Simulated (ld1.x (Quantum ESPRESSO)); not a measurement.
**Varying the TM potential for B (Z = 5)**

Base potential:

B (Z = 5), norm-conserving Troullier–Martins (Kleinman–Bylander form), made with ld1.x (Quantum ESPRESSO) 7.5 (Wu–Cohen, scalar-relativistic). Core [He], reference 2s2 2p1. Waves: 2s (bound): rc 1.20 bohr; 2p (bound): rc 2.20 bohr; 3d channel at 0.35 Ry: rc 1.80 bohr. Local part: the d channel. Core correction: Bessel-smoothed model core inside 0.65 bohr.

Cutoffs, loose and tight: the cutoffs (Ry, on a coarse ladder) from which the occupation-weighted sum of valence levels, in a spherical-Bessel basis at the reference potential, stays within 10 and 1 mRy of its value at 400 Ry. They do not see the model core or the augmentation charge, which bear on the density cutoff. Test errors are all-electron minus pseudo excitation energies from the reference, over the configurations 2s2 2p0; 2s1 2p0; 2s2 2p0.5; 2s1 2p1; 2s2 2p1.3; 2s0 2p3; 2s1 2p2. A dash means not determined; rows that change the core or the reference have their own tests.

| change | outcome | cutoff, loose | cutoff, tight | bound ghosts | largest test error (meV) |
| --- | --- | --- | --- | --- | --- |
| base | generated | 21 Ry | 55 Ry | none | +99 |
| wave 3d channel at 0.35 Ry: rc 1.80 bohr becomes 3d channel at 0.35 Ry: rc 1.18 bohr | generated | 21 Ry | 55 Ry | none | +100 |
| wave 3d channel at 0.35 Ry: rc 1.80 bohr becomes 3d channel at 0.35 Ry: rc 1.44 bohr | generated | 21 Ry | 55 Ry | none | +99 |
| wave 3d channel at 0.35 Ry: rc 1.80 bohr becomes 3d channel at 0.35 Ry: rc 1.58 bohr | generated | 21 Ry | 55 Ry | none | +99 |
| wave 3d channel at 0.35 Ry: rc 1.80 bohr becomes 3d channel at 0.35 Ry: rc 1.78 bohr | generated | 21 Ry | 55 Ry | none | +99 |
| wave 3d channel at 0.35 Ry: rc 1.80 bohr becomes 3d channel at 0.35 Ry: rc 2.06 bohr | generated | 21 Ry | 55 Ry | none | +100 |
| wave 3d channel at 0.35 Ry: rc 1.80 bohr becomes 3d channel at 0.35 Ry: rc 2.26 bohr | generated | 21 Ry | 55 Ry | none | +101 |
| wave 3d channel at 0.35 Ry: rc 1.80 bohr becomes 3d channel at 0.35 Ry: rc 2.50 bohr | generated | 21 Ry | 55 Ry | none | +102 |
| wave 3d channel at 0.35 Ry: rc 1.80 bohr becomes 3d channel at 0.35 Ry: rc 2.64 bohr | generated | 21 Ry | 55 Ry | none | +104 |

Reading the sweep of the d radius (base included, trends over the rows without a ghost): The loose cutoff stays near 21 Ry. The median size of the test errors (rows with all tests solved) falls from 8.1 meV at 1.18 to 6.1 meV at 2.64 bohr. This runs against the usual rule that a larger radius transfers worse; these runs do not show why.
